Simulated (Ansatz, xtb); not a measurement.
Two isomers of C3H7NOSi

Structure a is `C[Si@@H](O)CC#N`, a singlet and structure b is `C[Si](C)(O)C#N`, a singlet. Both are isolated molecules in the gas phase, relaxed with B3LYP/def2-SVP; the shapes shown needn't be the lowest conformers.

a (Å):

```csv
atom,x (Å),y (Å),z (Å)
C,-1.9450,-1.0432,-0.4860
C,0.5199,-1.2441,1.4021
C,1.2228,-0.1922,0.6855
N,1.7376,0.6650,0.0971
O,-1.8973,-2.4262,2.1354
Si,-1.3772,-1.0743,1.2985
H,-1.4929,-0.1886,-1.0162
H,-3.0403,-0.9398,-0.5583
H,-1.6546,-1.9671,-1.0122
H,-1.7899,0.1792,1.9966
H,-2.8367,-2.5081,2.3354
H,0.8036,-2.2292,0.9934
H,0.8169,-1.2390,2.4642
```

b (Å):

```yaml
atoms:
  - { symbol: C, position_ang: [-0.4033, -1.2505, -0.8343] }
  - { symbol: C, position_ang: [-0.5789, -2.0198, 2.1819] }
  - { symbol: C, position_ang: [-0.5287, 0.8754, 1.3120] }
  - { symbol: N, position_ang: [-0.1068, 1.9174, 1.6024] }
  - { symbol: O, position_ang: [-2.7870, -0.6478, 0.7920] }
  - { symbol: Si, position_ang: [-1.1292, -0.8344, 0.8409] }
  - { symbol: H, position_ang: [0.6984, -1.2484, -0.7959] }
  - { symbol: H, position_ang: [-0.7214, -0.5173, -1.5921] }
  - { symbol: H, position_ang: [-0.7253, -2.2512, -1.1686] }
  - { symbol: H, position_ang: [-0.9976, -1.7287, 3.1580] }
  - { symbol: H, position_ang: [-0.9080, -3.0492, 1.9606] }
  - { symbol: H, position_ang: [0.5199, -2.0307, 2.2691] }
  - { symbol: H, position_ang: [-3.3252, -1.4145, 0.5640] }
```

Question: Estimate which is lower in electronic energy at CCSD(T)/def2-SVP + ΔMP2/def2-TZVPP, and by roughly how much.

Answer: The CCSD(T)/def2-SVP + ΔMP2/def2-TZVPP calculation puts structure b lower, by 13.4 kcal/mol.

How the difference moves with the method:

```csv
level,geometry,E(b) − E(a) (kcal/mol),departure from the last row (kcal/mol),"job, with rough time for the two"
GFN2-xTB,GFN2-xTB,+13.9,+27.3,"optimisation, 0.59 s"
HF/STO-3G,GFN2-xTB,−18.6,−5.2,"single point, 1.3 s"
r2SCAN-D4/def2-SVP,GFN2-xTB,−11.2,+2.2,"single point, 9.6 s"
B3LYP/def2-SVP,B3LYP/def2-SVP,−10.7,+2.6,"optimisation, 2.1 min"
HF/def2-SVP,B3LYP/def2-SVP,−11.3,+2.0,part of the CCSD(T) run
MP2/def2-SVP,B3LYP/def2-SVP,−12.1,+1.3,part of the CCSD(T) run
CCSD(T)/def2-SVP,B3LYP/def2-SVP,−11.6,+1.8,single point
CCSD(T)/def2-SVP + ΔMP2/def2-TZVPP,B3LYP/def2-SVP,−13.4,,"single point, 2 min"
```

As drawn, b has 1 C–Si, 1 C–H in place of 1 C–C, 1 Si–H.

GFN2-xTB puts the two in the other order. The largest departure from CCSD(T)/def2-SVP + ΔMP2/def2-TZVPP is that of GFN2-xTB, 27.3 kcal/mol. The last row adds to CCSD(T) the change of the MP2 difference between the two basis sets, here −1.8 kcal/mol.

With thermal terms from frequencies at re-optimised GFN2-xTB minima (ideal gas, soft modes damped towards free rotors, one conformer each, 298.15 K, 1 atm): on the last row, ΔE + ΔZPE = −12.5, ΔH = −12.0, ΔG = −13.0 kcal/mol.

The correlated steps freeze 10 core orbitals. Mirror images aren't counted in ΔG. Codes used: Ansatz 0.2.0, xtb 6.7.1; the last row on 2 threads of AMD EPYC (Zen 3) on a shared host.
